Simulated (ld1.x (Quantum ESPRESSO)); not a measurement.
# Transferability test, TM potential for silver

* Element: Ag (Z = 47)
* Generator: ld1.x (Quantum ESPRESSO) 7.5
* Type: norm-conserving Troullier–Martins (Kleinman–Bylander form)
* Functional: PBE
* Relativity: scalar-relativistic
* Frozen core: [Kr]
* Valence charge: 11
* Reference configuration: 4d10 5s0 5p1
* Partial waves: 5s (bound, empty): rc 2.15 bohr; 5p (bound): rc 2.95 bohr; 4d (bound): rc 1.75 bohr
* Local potential: the d channel
* Core correction: none

Energies are relative to the spin-unpolarised reference configuration 4d10 5s0 5p1; without spin polarisation the order of configurations can differ from experiment.

```tsv
valence configuration	charge	ΔE all-electron (eV)	error AE − PS (meV)
4d10 5s1 5p0	0	-3.866	+3.6
4d10 5s0 5p0	+1	3.891	+1.6
4d9 5s0 5p0	+2	26.005	+8.0
4d8 5s0 5p0	+3	62.198	-99
4d9 5s1 5p0	+1	9.286	-47
4d10 5s0.5 5p0	+0.5	-0.849	+0.7
```

Question: What are ΔE and the potential's error for 4d9 5s2 5p0?

Answer: ΔE = 0.211 eV all-electron; the error (AE − PS) is -71 meV.

Levels in the configuration 4d10 5s1 5p0:

```csv
level,all-electron (eV),pseudo (eV)
4d,-7.443,-7.461
5s,-4.405,-4.410
```

Note: ghost states, extra bound levels that the all-electron valence spectrum of the same l lacks: s at -117.7 eV, p at -34.7 eV. A true bound ghost makes a file unfit for plane-wave use.
